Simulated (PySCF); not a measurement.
Species: C₃H₅ClF₂O₂S.
Z-matrix (Å and degrees, GFN2-xTB geometry), rows numbered from 1:
```
C 
C   1  1.5004
F   2  1.3633  1  112.72
C   2  1.5178  1  116.96  3  -127.56
F   4  1.3623  2  108.72  1   -60.47
S   2  1.8649  1  107.79  3   114.32
O   6  1.4220  2  110.70  1    41.51
O   6  1.4232  2  109.52  1   175.82
Cl  6  2.0235  2  100.84  1   -71.07
H   1  1.0892  2  110.99  3    66.55
H   1  1.0878  2  108.40  3  -172.91
H   1  1.0884  2  109.55  3   -53.83
H   4  1.0954  2  109.75  1  -178.34
H   4  1.0969  2  111.73  1    58.35
```

Method used: TDDFT PBE0/def2-SVPD, vertical, gas phase, core orbitals frozen in the response in PySCF.

Frontier orbitals with the atoms that hold most of them (Löwdin shares over 4%, at most four atoms; ? is withheld):

```tsv
orbital	ε (eV)	atoms
LUMO+2	0.50	F3 17%, S6 14%, C1 11%, Cl9 9%
LUMO+1	0.13	S6 17%, C4 14%, Cl9 11%, F5 9%
LUMO	-1.78	?
HOMO	?	Cl9 43%, O7 29%, O8 21%
HOMO-1	-9.42	?
HOMO-2	-10.07	Cl9 47%, O8 23%, O7 12%, S6 6%
HOMO-3	-10.09	Cl9 36%, O8 24%, O7 23%, S6 8%
```

(1) Which atoms hold the LUMO, and with what shares?

(2) Give the leading atoms of the HOMO-1.

(3) What is the HOMO energy, and the HOMO–LUMO gap?

Results:

(1) Cl9 (bonded to S) 40%; S6 (bonded to C, Cl and 2 O) 26%; C2 (bonded to 2 C, F and S) 9%; O8 (bonded to S) 9%.

(2) O7 (bonded to S) 22%; O8 (bonded to S) 19%; Cl9 (bonded to S) 16%; C2 (bonded to 2 C, F and S) 12%. By element: oxygen 41%, chlorine 16%, carbon 12% or more.

(3) ε(HOMO) = -9.29 eV; the gap is 7.51 eV (0.2758 hartree).

**Question.** The HOMO–LUMO gap is 7.51 eV. Where does the response calculation put the lowest singlet, and from which orbitals?

**Answer.** S1 is at 5.93 eV (f = 0.0052), 1.58 eV below the gap, made of HOMO→LUMO (91%). Without the coupling terms of the response equations the lowest excitation would equal the gap.

**Question.** Give energy, strength and leading configuration of S1 and S2, and follow the Löwdin shares of the leading atoms from the occupied to the empty orbital.

**Answer.** 
- S1 (5.93 eV, f 0.0052), HOMO→LUMO (91%): Cl9 43% → 40%, O7 29% → at most 9%, S6 at most 4% → 26%
- S2 (6.36 eV, f 0.094), HOMO-1→LUMO (83%): O7 22% → at most 9%, O8 19% → 9%, Cl9 16% → 40%, S6 at most 12% → 26%

Cost: about 2.6 min of CPU time on one thread (with the writing of density and orbital grids); the machine was shared, so the figure is rough.

One conformer stands for the species.
